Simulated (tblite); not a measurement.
A tight-binding relaxation on `Cc1nnn(C)c1Br`.

Computed with GFN2-xTB geometry optimisation, gas phase (tblite 0.8.0). Start geometry: from a force field or distance geometry. The command runs a driver script over a list of jobs; the input below is this job's line of settings and its coordinates in Å.

Command:
```bash
OMP_NUM_THREADS=1 python probes_run.py task.json out
```

Input:
```
{"job": {"kind": "relax", "xc": "GFN2-xTB", "basis": "xTB"}, "charge": 0, "multiplicity": 1}
C     -2.490400    -0.228700     0.065200
C     -1.061300    -0.207700    -0.254400
N     -0.582100    -0.685300    -1.445000
N      0.728800    -0.546500    -1.473200
N      1.095100    -0.013800    -0.282500
C      2.477000     0.248600    -0.013100
C      0.014900     0.222000     0.501300
Br    -0.012400     0.967800     2.249900
H     -2.857700     0.785800     0.255300
H     -3.079600    -0.643200    -0.761700
H     -2.699900    -0.838400     0.950700
H      3.089400    -0.058300    -0.862600
H      2.600300     1.321700     0.177300
H      2.777200    -0.324600     0.870600
```

Output:
```
step      E/eV     max force
  0    -665.46046    2.630
  1    -665.56761    0.676
  2    -665.58425    0.546
  3    -665.59917    0.326
  4    -665.60526    0.206
  5    -665.60932    0.212
  6    -665.61192    0.227
  7    -665.61442    0.166
  8    -665.61582    0.093
  9    -665.61663    0.074
... (5 lines left out)
 15    -665.61940    0.044
 16    -665.61963    0.045
 17    -665.61983    0.032
 18    -665.61999    0.031
 19    -665.62012    0.027
 20    -665.62021    0.023
 21    -665.62027    0.019
 22    -665.62030    0.012
 23    -665.62033    0.012
 24    -665.62034    0.007
```

«max force» is the largest atomic force in eV/Å.

Problem. From which step on does the largest force stay under 0.1 eV/Å, and how much energy is left to gain from there?

Solution. From step 8 (0.093 eV/Å), 4.5 meV above the end.

In short: energy lowered by 3.7 kcal/mol over 24 steps; largest atomic force 0.007 eV/Å at the end.

Problem. Where do the atoms end?

Solution. 0.046 Å rms from the input after alignment:
```
atom  x, y, z in Å
C1    -2.5222   -0.2318    0.0593
C2    -1.0781   -0.2263   -0.2733
N3    -0.5706   -0.6736   -1.4354
N4     0.7055   -0.5448   -1.4393
N5     1.0924   -0.0123   -0.2915
C6     2.4653    0.2572    0.0116
C7    -0.0002    0.2080    0.4813
Br8    0.1158    0.9548    2.1925
H9    -2.8706    0.7812    0.2569
H10   -3.0766   -0.6467   -0.7769
H11   -2.7052   -0.8340    0.9485
H12    3.0546   -0.0491   -0.8497
H13    2.6114    1.3224    0.2006
H14    2.7779   -0.3056    0.8932
```

The run took 0.16 s of wall time on Arm Neoverse V1, one thread (shared host).
Labels such as C1 count atoms from 1, the log's own numbers from 0.
